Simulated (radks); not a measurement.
Species: the ruthenium ion Ru26+. Configuration: [Ar].

Method: scalar-relativistic Kohn-Sham, BLYP, spin-polarised, spherical densities, finite nucleus; Fermi nuclear charge, rms radius 4.4809 fm; computed with a radial shooting solver on a logarithmic mesh with Libxc functionals.

Energy parts (eV):
part                       energy
total                 -111194.020
kinetic                115412.982
electron-nucleus      -245408.581
Hartree                 21383.835
exchange-correlation    -2582.256

Orbitals (lengths in bohr, moments of r in powers of bohr; r(max) is where P^2 peaks):
orbital  occ.  eigenvalue (eV)      <r^4>  <1/r>   r(max)     <r^2>
1s          2        -23128.42  5.911e-06  45.87  0.02172  0.001510
2s          2        -4325.902   0.001023  10.46   0.1225   0.02452
2p          6        -4004.283  0.0007263  10.12  0.09791   0.01925
3s          2        -1532.282    0.03336  4.050   0.3399    0.1505
3p          6        -1428.508    0.03226  3.913   0.3286    0.1453
3d          0        -1286.601    0.02312  3.739   0.2660    0.1170
4s          0        -770.1628     0.4504  2.031   0.7083    0.5733

The highest occupied level is 3p at -1428.5 eV. The density falls to 0.001 e/bohr^3 at r = 1.02 bohr. Summed over all electrons, <r^2> = 1.340 bohr^2, which gives a Langevin (diamagnetic) susceptibility term of -1.06 x 10^-6 cm^3/mol. For comparison, the ionisation energy in NIST's Atomic Spectra Database is 1447 eV (semi-empirical). In exact Kohn-Sham theory the highest level is minus the ionisation energy, but local and semilocal functionals leave it too shallow, through self-interaction and a potential that decays too fast; potentials with the right tail come closer. The electron density at the nucleus is 1.129e+05 e/bohr^3 (large components only).
